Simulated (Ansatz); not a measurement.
`ClBB[SeH]` + HBr → `ClBBr` + `B[SeH]` at 700 K and 1 bar (cleavage of the B–B bond).

Calculated with Ansatz (gas phase, PBE0-D4/def2-TZVP geometries, no zero-point term in ΔE). CCSD(T)/CBS is the MP2 limit (def2-TZVPP, def2-QZVPP) plus CCSD(T) − MP2 in def2-TZVPP, frozen cores. For Br, Se outer-core shells are correlated without core-valence functions, which leaves a few kJ/mol of doubt a bond. Scalar relativity is left out up to krypton. One conformer a species, not always the lowest.

```
    species  CCSD(T)/CBS energy (Eh)  H − E (kJ/mol)  S (J/(mol·K))
`ClBB[SeH]`              -2911.90869           151.3          422.4
        HBr              -2573.91920            36.5          223.7
    `ClBBr`              -3058.55678            74.5          336.7
   `B[SeH]`              -2427.30556           113.4          312.4
```

H − E and S are ideal-gas, rigid-rotor, harmonic terms from PBE0-D4/def2-TZVP, for one conformer and one mirror image of each species. 1 Eh = 2625.50 kJ/mol, R = 8.31446 J/(mol·K).

Question: By hand: ΔE, ΔH, ΔS and ΔG.

Answer: ΔE = (-3058.55678) + (-2427.30556) − (-2911.90869) − (-2573.91920) = -0.03445 Eh = -90.4 kJ/mol. Δ(H − E) = 74.5 + 113.4 − 151.3 − 36.5 = 0.1, so ΔH = -90.3 kJ/mol. ΔS = 336.7 + 312.4 − 422.4 − 223.7 = 3.0 J/(mol·K). ΔG = -90.3 − 700 × (3.0)/1000 = -92.4 kJ/mol.

Question: By hand: the equilibrium constant, and the temperature at which ΔG would vanish if ΔH and ΔS stayed fixed.

Answer: log₁₀ K = −ΔG/(RT ln 10) = 6.9. ΔH and −TΔS have one sign here, so there is no such temperature. One of them is within its doubt of zero, so this could turn.

The number of gas molecules stays the same, so ΔS is small and ΔH decides. A doubt of 5 kJ/mol in ΔE shifts log₁₀ K by 0.4 here. Other conformers and mirror images would add mixing entropy, several J/(mol·K) or more a flexible species. These are equilibria of isolated gas molecules and say nothing of rates. Largest T1 diagnostic: 0.014 (customary marks: 0.02 for closed shells, 0.045 for open ones).
